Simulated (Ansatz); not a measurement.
Total energies of C$_{3}$H$_{6}$ClIn (`C=C[CH2][InH][Cl]`).

```xyz
11

C    -1.146   -1.458    0.488
C    -0.607   -0.261    0.716
C    -0.485    0.835   -0.275
In    1.567    0.743   -0.939
Cl    3.001    1.410    0.806
H    -1.586   -1.712   -0.471
H    -1.175   -2.216    1.261
H    -0.181   -0.061    1.697
H    -0.639    1.818    0.171
H    -1.150    0.705   -1.129
H     2.402    0.198   -2.326
```

The species carries charge 0 and has multiplicity 1. Correlated methods include outer-core shells of In, which these sets cover unevenly. In: def2 effective core potential. Geometry: relaxed with PBE0-D4/def2-TZVP. It is one conformer, not always the lowest. Basis def2-TZVPP, Ansatz 0.2.0.

RPA on PBE orbitals: Hartree–Fock energy of these orbitals -765.82038 Eh, correlation -1.55360 Eh (frozen core).

```json
{"functional": "BLYP", "energy without D4 (Eh)": "-768.22724", "D4 term (kJ/mol)": "-52.2"}
{"functional": "B97M-V", "energy without D4 (Eh)": "-768.22898", "D4 term (kJ/mol)": "–"}
```

**Question.** Give the same for LDA (SPW92), PBE, revPBE, r2SCAN, PBE0, B3LYP, r2SCANh, r2SCAN0, HSE06 (plane-wave form), BHLYP, CAM-B3LYP, LC-ωPBE, ωB97X-V, ωB97M-V, B2PLYP, PBE-QIDH. (Estimate.)

**Answer.** The calculation gave: 
```
             functional  energy without D4 (Eh)  D4 term (kJ/mol)
            LDA (SPW92)              -765.41374                 –
                    PBE              -767.98504             -24.4
                 revPBE              -768.26871             -67.8
                 r2SCAN              -768.30590              -6.1
                   PBE0              -768.03926             -20.9
                  B3LYP              -768.42835             -39.4
                r2SCANh              -768.28580              -6.6
                r2SCAN0              -768.25710              -7.3
HSE06 (plane-wave form)              -768.02298             -19.7
                  BHLYP              -768.18278             -32.9
              CAM-B3LYP              -768.25952             -21.6
                LC-ωPBE              -768.16076                 –
                ωB97X-V              -768.21500                 –
                ωB97M-V              -768.19884                 –
                 B2PLYP              -767.88233                 –
               PBE-QIDH              -767.73370                 –
```

B3LYP takes the VWN-RPA correlation (the form of Gaussian; ORCA's B3LYP/G). HSE06 is the plane-wave form, built on full-range PBE exchange. The double hybrids freeze the cores in their second-order part.

LC-ωPBE has ω = 0.4 bohr⁻¹.
